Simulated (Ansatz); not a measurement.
Ansatz (an electronic-structure program) input (CCSD(T)/aug-cc-pVDZ):

Ansatz 0.2 input:
```yaml
crystal:
  periodic: [false, false, false]
  atoms:
    - {symbol: C, position_ang: [0.58261007, 2.69898201, 0.27762983]}
    - {symbol: O, position_ang: [-0.47365806, 1.75413857, 0.24819419]}
    - {symbol: Ga, position_ang: [-0.25904899, 0.00214010, 0.01765815]}
    - {symbol: O, position_ang: [-1.72402864, -0.99385415, -0.00380560]}
    - {symbol: C, position_ang: [-1.68237737, -2.40443279, -0.17859820]}
    - {symbol: O, position_ang: [1.30101830, -0.84813829, -0.19388544]}
    - {symbol: C, position_ang: [2.57965723, -0.23833676, -0.19229997]}
    - {symbol: H, position_ang: [1.31876217, 2.47825689, 1.05752840]}
    - {symbol: H, position_ang: [1.10716004, 2.76173353, -0.68155798]}
    - {symbol: H, position_ang: [0.14823816, 3.67805511, 0.49023793]}
    - {symbol: H, position_ang: [-0.66555282, -2.79347755, -0.28170777]}
    - {symbol: H, position_ang: [-2.15184087, -2.88693357, 0.68308625]}
    - {symbol: H, position_ang: [-2.24811001, -2.67321970, -1.07500001]}
    - {symbol: H, position_ang: [2.82193303, 0.20762135, 0.77807465]}
    - {symbol: H, position_ang: [2.67177562, 0.53824953, -0.95868626]}
    - {symbol: H, position_ang: [3.32216109, -1.01107223, -0.40379297]}
basis:
  gaussian:
    orbitals: aug-cc-pVDZ
magnetization: {spin_polarized: false}
correlation: {method: ccsd_t, electrons: outside_noble_gas}
output: {forces: true}
```

Output:

```
Functional definition: HF
integrals: 2.06 GiB planned
2534 factors; integrals over basis functions are off by at most 7.0e-4 eV
1.85 GiB of device memory are held for the factors and their scratch space
mean field: 2.16 GiB planned
mean field evaluation 1: about -61674.2590 eV, gradient 5.6e1 eV
mean field evaluation 2: about -61674.3614 eV, gradient 5.7e1 eV
mean field evaluation 4: about -61680.9368 eV, gradient 5.0e0 eV
mean field evaluation 8: about -61681.0184 eV, gradient 2.7e-1 eV
mean field evaluation 16: about -61674.2593 eV, gradient 5.6e1 eV
mean field -61681.01872693 eV, -2266.7356293187 hartree, gradient 1.6e-6 eV, S^2 0.000000; 0 other end points of the search recorded, 0 dependent functions left out
20 core orbitals not correlated, not the lowest: weight in the atoms' cores, before any rotation towards them, 0.784 or more for the frozen orbitals, at most 0.207 for the correlated occupied ones
reference -61681.01872693 eV, -2266.7356293187 hartree; 21, 21 occupied and 214, 214 virtual orbitals, 2534 factors
densities: 12.14 GiB planned
second order -30.37209233 eV of doubles, -0.00000000 eV of singles
coupled cluster: 10.95 GiB planned
cycle   1  -30.81469810 eV  change   -4.4e-1 eV  update   1.4e-1
cycle   2  -31.61845122 eV  change   -8.0e-1 eV  update   4.3e-2
cycle   3  -31.86228243 eV  change   -2.4e-1 eV  update   2.4e-2
cycle   4  -31.85227227 eV  change    1.0e-2 eV  update   5.8e-3
cycle   5  -31.84855669 eV  change    3.7e-3 eV  update   2.8e-3
cycle   6  -31.85027292 eV  change   -1.7e-3 eV  update   8.9e-4
cycle   7  -31.84986814 eV  change    4.0e-4 eV  update   3.2e-4
cycle   8  -31.84961945 eV  change    2.5e-4 eV  update   1.0e-4
cycle   9  -31.84963004 eV  change   -1.1e-5 eV  update   3.8e-5
cycle  10  -31.84965149 eV  change   -2.1e-5 eV  update   1.5e-5
cycle  11  -31.84962656 eV  change    2.5e-5 eV  update   6.9e-6
perturbative correction -1.02043636 eV, -0.0375003445 hartree
the calculation of the forces begins
1.85 GiB of device memory are held for the factors and their scratch space
Total energy: -61713.88878986 eV, -2267.9435818510 hartree
Atom 0 at     0.582610     2.698982     0.277630 Å, force     0.061575     0.037322    -0.001079 eV/Å
Atom 1 at    -0.473658     1.754139     0.248194 Å, force    -0.482631     0.208318     0.062894 eV/Å
Atom 2 at    -0.259049     0.002140     0.017658 Å, force     0.095961     0.002997    -0.006147 eV/Å
Atom 3 at    -1.724029    -0.993854    -0.003806 Å, force    -0.562641     0.197617     0.061821 eV/Å
Atom 4 at    -1.682377    -2.404433    -0.178598 Å, force    -0.014121    -0.048428    -0.005578 eV/Å
Atom 5 at     1.301018    -0.848138    -0.193885 Å, force    -0.038039    -0.504280    -0.063265 eV/Å
Atom 6 at     2.579657    -0.238337    -0.192300 Å, force     0.071058     0.047881     0.001994 eV/Å
Atom 7 at     1.318762     2.478257     1.057528 Å, force     0.311482    -0.095837     0.336287 eV/Å
Atom 8 at     1.107160     2.761734    -0.681558 Å, force     0.217628     0.027145    -0.408126 eV/Å
Atom 9 at     0.148238     3.678055     0.490238 Å, force    -0.152637     0.402612     0.084265 eV/Å
Atom 10 at    -0.665553    -2.793478    -0.281708 Å, force     0.452638    -0.168573    -0.044975 eV/Å
Atom 11 at    -2.151841    -2.886934     0.683086 Å, force    -0.184356    -0.206120     0.349847 eV/Å
Atom 12 at    -2.248110    -2.673220    -1.075000 Å, force    -0.224293    -0.118250    -0.366994 eV/Å
Atom 13 at     2.821933     0.207621     0.778075 Å, force     0.099975     0.184690     0.410733 eV/Å
Atom 14 at     2.671776     0.538250    -0.958686 Å, force     0.036294     0.329063    -0.328687 eV/Å
Atom 15 at     3.322161    -1.011072    -0.403793 Å, force     0.312109    -0.296158    -0.082990 eV/Å
Dipole moment:     0.472027     0.058732    -0.025048 e Å
```
